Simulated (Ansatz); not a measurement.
Consider the cleavage of the Si–Si bond: `N[Si](F)(F)[SiH3]` + `B/C=C/O` → `B/C=C/O[SiH3]` + `N[SiH](F)F`.

Calculated with Ansatz (gas phase, PBE0-D4/def2-TZVP geometries, no zero-point term in ΔE). CCSD(T)/CBS is the MP2 limit (def2-TZVPP, def2-QZVPP) plus CCSD(T) − MP2 in def2-TZVPP, frozen cores. This one scheme is used for every species. Double bonds are as drawn, so ΔE can hold a change between cis and trans. DFT in def2-TZVPP. B3LYP here is the variant with VWN-RPA as its local correlation; programs differ in this. One conformer a species, not always the lowest.

`N[Si](F)(F)[SiH3]`:

```xyz
10

N    -0.404    1.075   -1.374
Si    0.406    0.719    0.067
F     0.035    1.890    1.081
F     1.997    0.783   -0.054
Si   -0.164   -1.386    0.900
H    -0.427    0.430   -2.145
H    -0.575    2.024   -1.664
H    -0.018   -2.385   -0.195
H     0.726   -1.768    2.025
H    -1.576   -1.382    1.359
```

`B/C=C/O`:

Z-matrix (Å, degrees):
```
B
C 1 1.509
H 1 1.200 2 119.0
H 1 1.197 2 121.9 3 -180.0
C 2 1.349 1 119.1 3 -0.0
H 2 1.091 1 123.2 3 180.0
O 5 1.331 2 127.3 1 -180.0
H 5 1.086 2 121.6 1 0.0
H 7 0.965 5 109.4 2 0.0
```

`B/C=C/O[SiH3]`:

Cartesian coordinates in Å:
```
B -0.427 2.122 1.539
C 0.212 0.767 1.324
C -0.002 0.138 0.155
O 0.508 -1.058 -0.147
Si 0.265 -1.867 -1.587
H -0.280 2.738 2.554
H -1.101 2.593 0.664
H 0.837 0.260 2.054
H -0.623 0.604 -0.614
H -1.186 -2.111 -1.781
H 0.786 -1.050 -2.711
H 1.010 -3.135 -1.451
```

`N[SiH](F)F`:

```xyz
7

N     0.698    0.321   -0.718
Si   -0.456   -0.103    0.432
F    -1.808   -0.438   -0.327
F    -0.122   -1.422    1.255
H     1.521    0.843   -0.468
H     0.812   -0.181   -1.583
H    -0.644    0.979    1.409
```

| level | ΔE (kJ/mol) |
| --- | --- |
| ωB97X-V | -77.0 |
| PBE | -54.7 |
| B3LYP | -81.8 |
| HF/def2-TZVPP | -106.9 |
| CCSD/def2-TZVPP | -88.1 |
| HF/def2-QZVPP | -109.0 |
| HF/CBS(def2) | -109.3 |
| CCSD/CBS(def2) | -87.2 |

What does CCSD(T)/CBS give? (An estimate is asked.)

Computed: -84.2 kJ/mol. The listed levels differ from it by 7.2, 29.5, 2.4, -22.7, -3.9, -24.8, -25.1, -3.0 kJ/mol.

Largest T1 diagnostic among the species: 0.013.

In def2-TZVPP, CCSD(T) changes the Hartree–Fock value by +21.8 kJ/mol (the triples alone add +3.0 kJ/mol) and MP2 by +12.7 kJ/mol. From PBE to PBE0 (25 % exact exchange), in def2-TZVPP and without D4, ΔE moves by −9.0 kJ/mol.
